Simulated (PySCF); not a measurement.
# In²⁺: excitation energy

In²⁺ [Kr] 4d10 5s1 (2S) → In²⁺ [Kr] 4d9 5s1 5p1 (high-spin determinant), as a difference of total energies. Calculation: PySCF 2.14, in x2c-TZVPPall (8s6p4d2f, 60 functions); the spin-free X2C one-electron Hamiltonian (Gaussian nucleus). Correlated levels: valence and next inner shell: [Ar] 3d10 frozen. The calculations carry no spin-orbit coupling.

```csv
method,excitation energy (eV)
UHF,19.794
MP2 (valence and next inner shell),20.838
SCS-MP2 (valence and next inner shell),20.780
CCSD (valence and next inner shell),20.584
CCSD(T) (valence and next inner shell),20.594
```

How much does correlation contribute at CCSD(T) (valence and next inner shell)?

20.594 − (19.794) = 0.800 eV, measured against UHF.

The basis was made for the ground configuration and has no added diffuse functions, so the excitation energy can come out too high.

The determinant of the upper state mixes LS terms, which raises its energy above the lowest term, most at the Hartree-Fock and MP2 levels.
